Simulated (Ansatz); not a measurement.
Start from `OC(O)Br` and change one atom or group to get `OC(O)(Br)I`.

Ansatz, PBE0-D4/def2-TZVP geometries, multiplicity 1. Each molecule was computed in one conformer, which needn't be the lowest.

Elements past krypton have def2 core potentials. Scalar relativity is left out up to krypton.

| property | `OC(O)Br` |
| --- | --- |
| ideal-gas entropy at 298 K and 1 bar (rigid rotor, harmonic PBE0-D4/def2-TZVP) / J/(mol·K) | 304 |
| LUMO energy (ωB97M-V/def2-TZVPP) / eV | 2.04 |
| LUMO energy (PBE/def2-TZVPP) / eV | -1.11 |
| HOMO energy (ωB97M-V/def2-TZVPP) / eV | -10.33 |
| size of the dipole moment (PBE/def2-TZVPP) / D | 2.42 |
| HOMO energy (PBE/def2-TZVPP) / eV | -6.65 |

Give the same properties after the change, and the shifts. (Best estimate.)

The calculation gave: 
| property | `OC(O)(Br)I` | shift |
| --- | --- | --- |
| ideal-gas entropy at 298 K and 1 bar (rigid rotor, harmonic PBE0-D4/def2-TZVP) / J/(mol·K) | 351 | 47 |
| LUMO energy (ωB97M-V/def2-TZVPP) / eV | 0.24 | -1.80 |
| LUMO energy (PBE/def2-TZVPP) / eV | -2.63 | -1.52 |
| HOMO energy (ωB97M-V/def2-TZVPP) / eV | -9.67 | 0.66 |
| size of the dipole moment (PBE/def2-TZVPP) / D | 2.29 | -0.13 |
| HOMO energy (PBE/def2-TZVPP) / eV | -6.33 | 0.32 |

With PBE0 the HOMO rises by 0.52 eV and the LUMO falls by 1.70 eV, so the gap narrows by about 2.22 eV. PBE moves the HOMO by 0.32 eV and ωB97M-V by 0.66 eV. Dipoles are sizes alone; their direction can turn.

Spin–orbit coupling is left out; it splits and shifts lone-pair levels of the heavy atoms by tenths of an eV.
